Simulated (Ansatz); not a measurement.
`[SiH3]C1CB1Cl` + `O[BH][AlH2]` → `[AlH2][BH]O[SiH3]` + `ClB1CC1`  (ligand exchange at the Si–C bond)

Calculated with Ansatz (gas phase, PBE0-D4/def2-TZVP geometries, no zero-point term in ΔE). CBS: MP2 limit from def2 TZ/QZ plus the TZ coupled-cluster correction, frozen cores. Each species was taken in one conformer, which may not be the lowest.

```tsv
species	MP2/def2-TZVPP energy (Eh)
`[SiH3]C1CB1Cl`	-853.14283
`O[BH][AlH2]`	-344.27039
`[AlH2][BH]O[SiH3]`	-634.53217
`ClB1CC1`	-562.90453
```

(1) Work out ΔE.

Largest T1 diagnostic among the species: 0.014.

## Answers

(1) ΔE = (-634.53217) + (-562.90453) − (-853.14283) − (-344.27039) = -0.02348 Eh = -61.6 kJ/mol. CCSD(T)/CBS gives -63.3 kJ/mol.

In def2-TZVPP, CCSD(T) changes the Hartree–Fock value by +24.1 kJ/mol (the triples alone add +3.8 kJ/mol) and MP2 by +25.2 kJ/mol. The D4 term adds +4.1 kJ/mol with B3LYP and +2.3 kJ/mol with PBE0; it sums over pairs of atoms, weighted by their polarisabilities, and B3LYP, whose exchange is more repulsive, gets the larger term.

B3LYP here is the variant with VWN-RPA as its local correlation; programs differ in this.
